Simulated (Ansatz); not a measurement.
The Si4–H5 bond of GaH5Si (SMILES [SiH3][GaH2]) is stretched (multiplicity 1, the rest rigid).
Geometry at rest (charge 0, multiplicity 1):
```xyz
7

Ga     0.021    -0.380    -0.730
H     -1.289    -0.516    -1.595
H      1.359    -0.963    -1.325
Si    -0.039     0.733     1.421
H     -0.049     2.204     1.201
H      1.134     0.411     2.271
H     -1.269     0.388     2.179
```

Frozen-core correlation. Filled d and f shells under p-block atoms count as core.

The values were computed with Ansatz (a quantum-chemistry and plane-wave program). 

FIC-MRCISD+Q on CASSCF(2,2)/def2-TZVPP, total energies (hartree):

| R (Å) | CASSCF | MRCISD | weight c² of the reference |
|---|---|---|---|
| 1.488 | -2215.090813 | -2215.313322 | 0.89541 |
| 2.604 | -2215.000154 | -2215.213091 | 0.89408 |
| 4.761 | -2214.962739 | -2215.173266 | 0.89349 |

Problem. Add the Davidson correction (E_MRCISD − E_CASSCF)(1 − c²)/c² and give the energies above the first point at the three levels.

Solution. 
Corrections (hartree): -0.025990, -0.025226, -0.025097. Above the first point (kcal/mol):
- R = 2.604 Å: CASSCF 56.9, MRCISD 62.9, with the correction 63.4
- R = 4.761 Å: CASSCF 80.4, MRCISD 87.9, with the correction 88.4
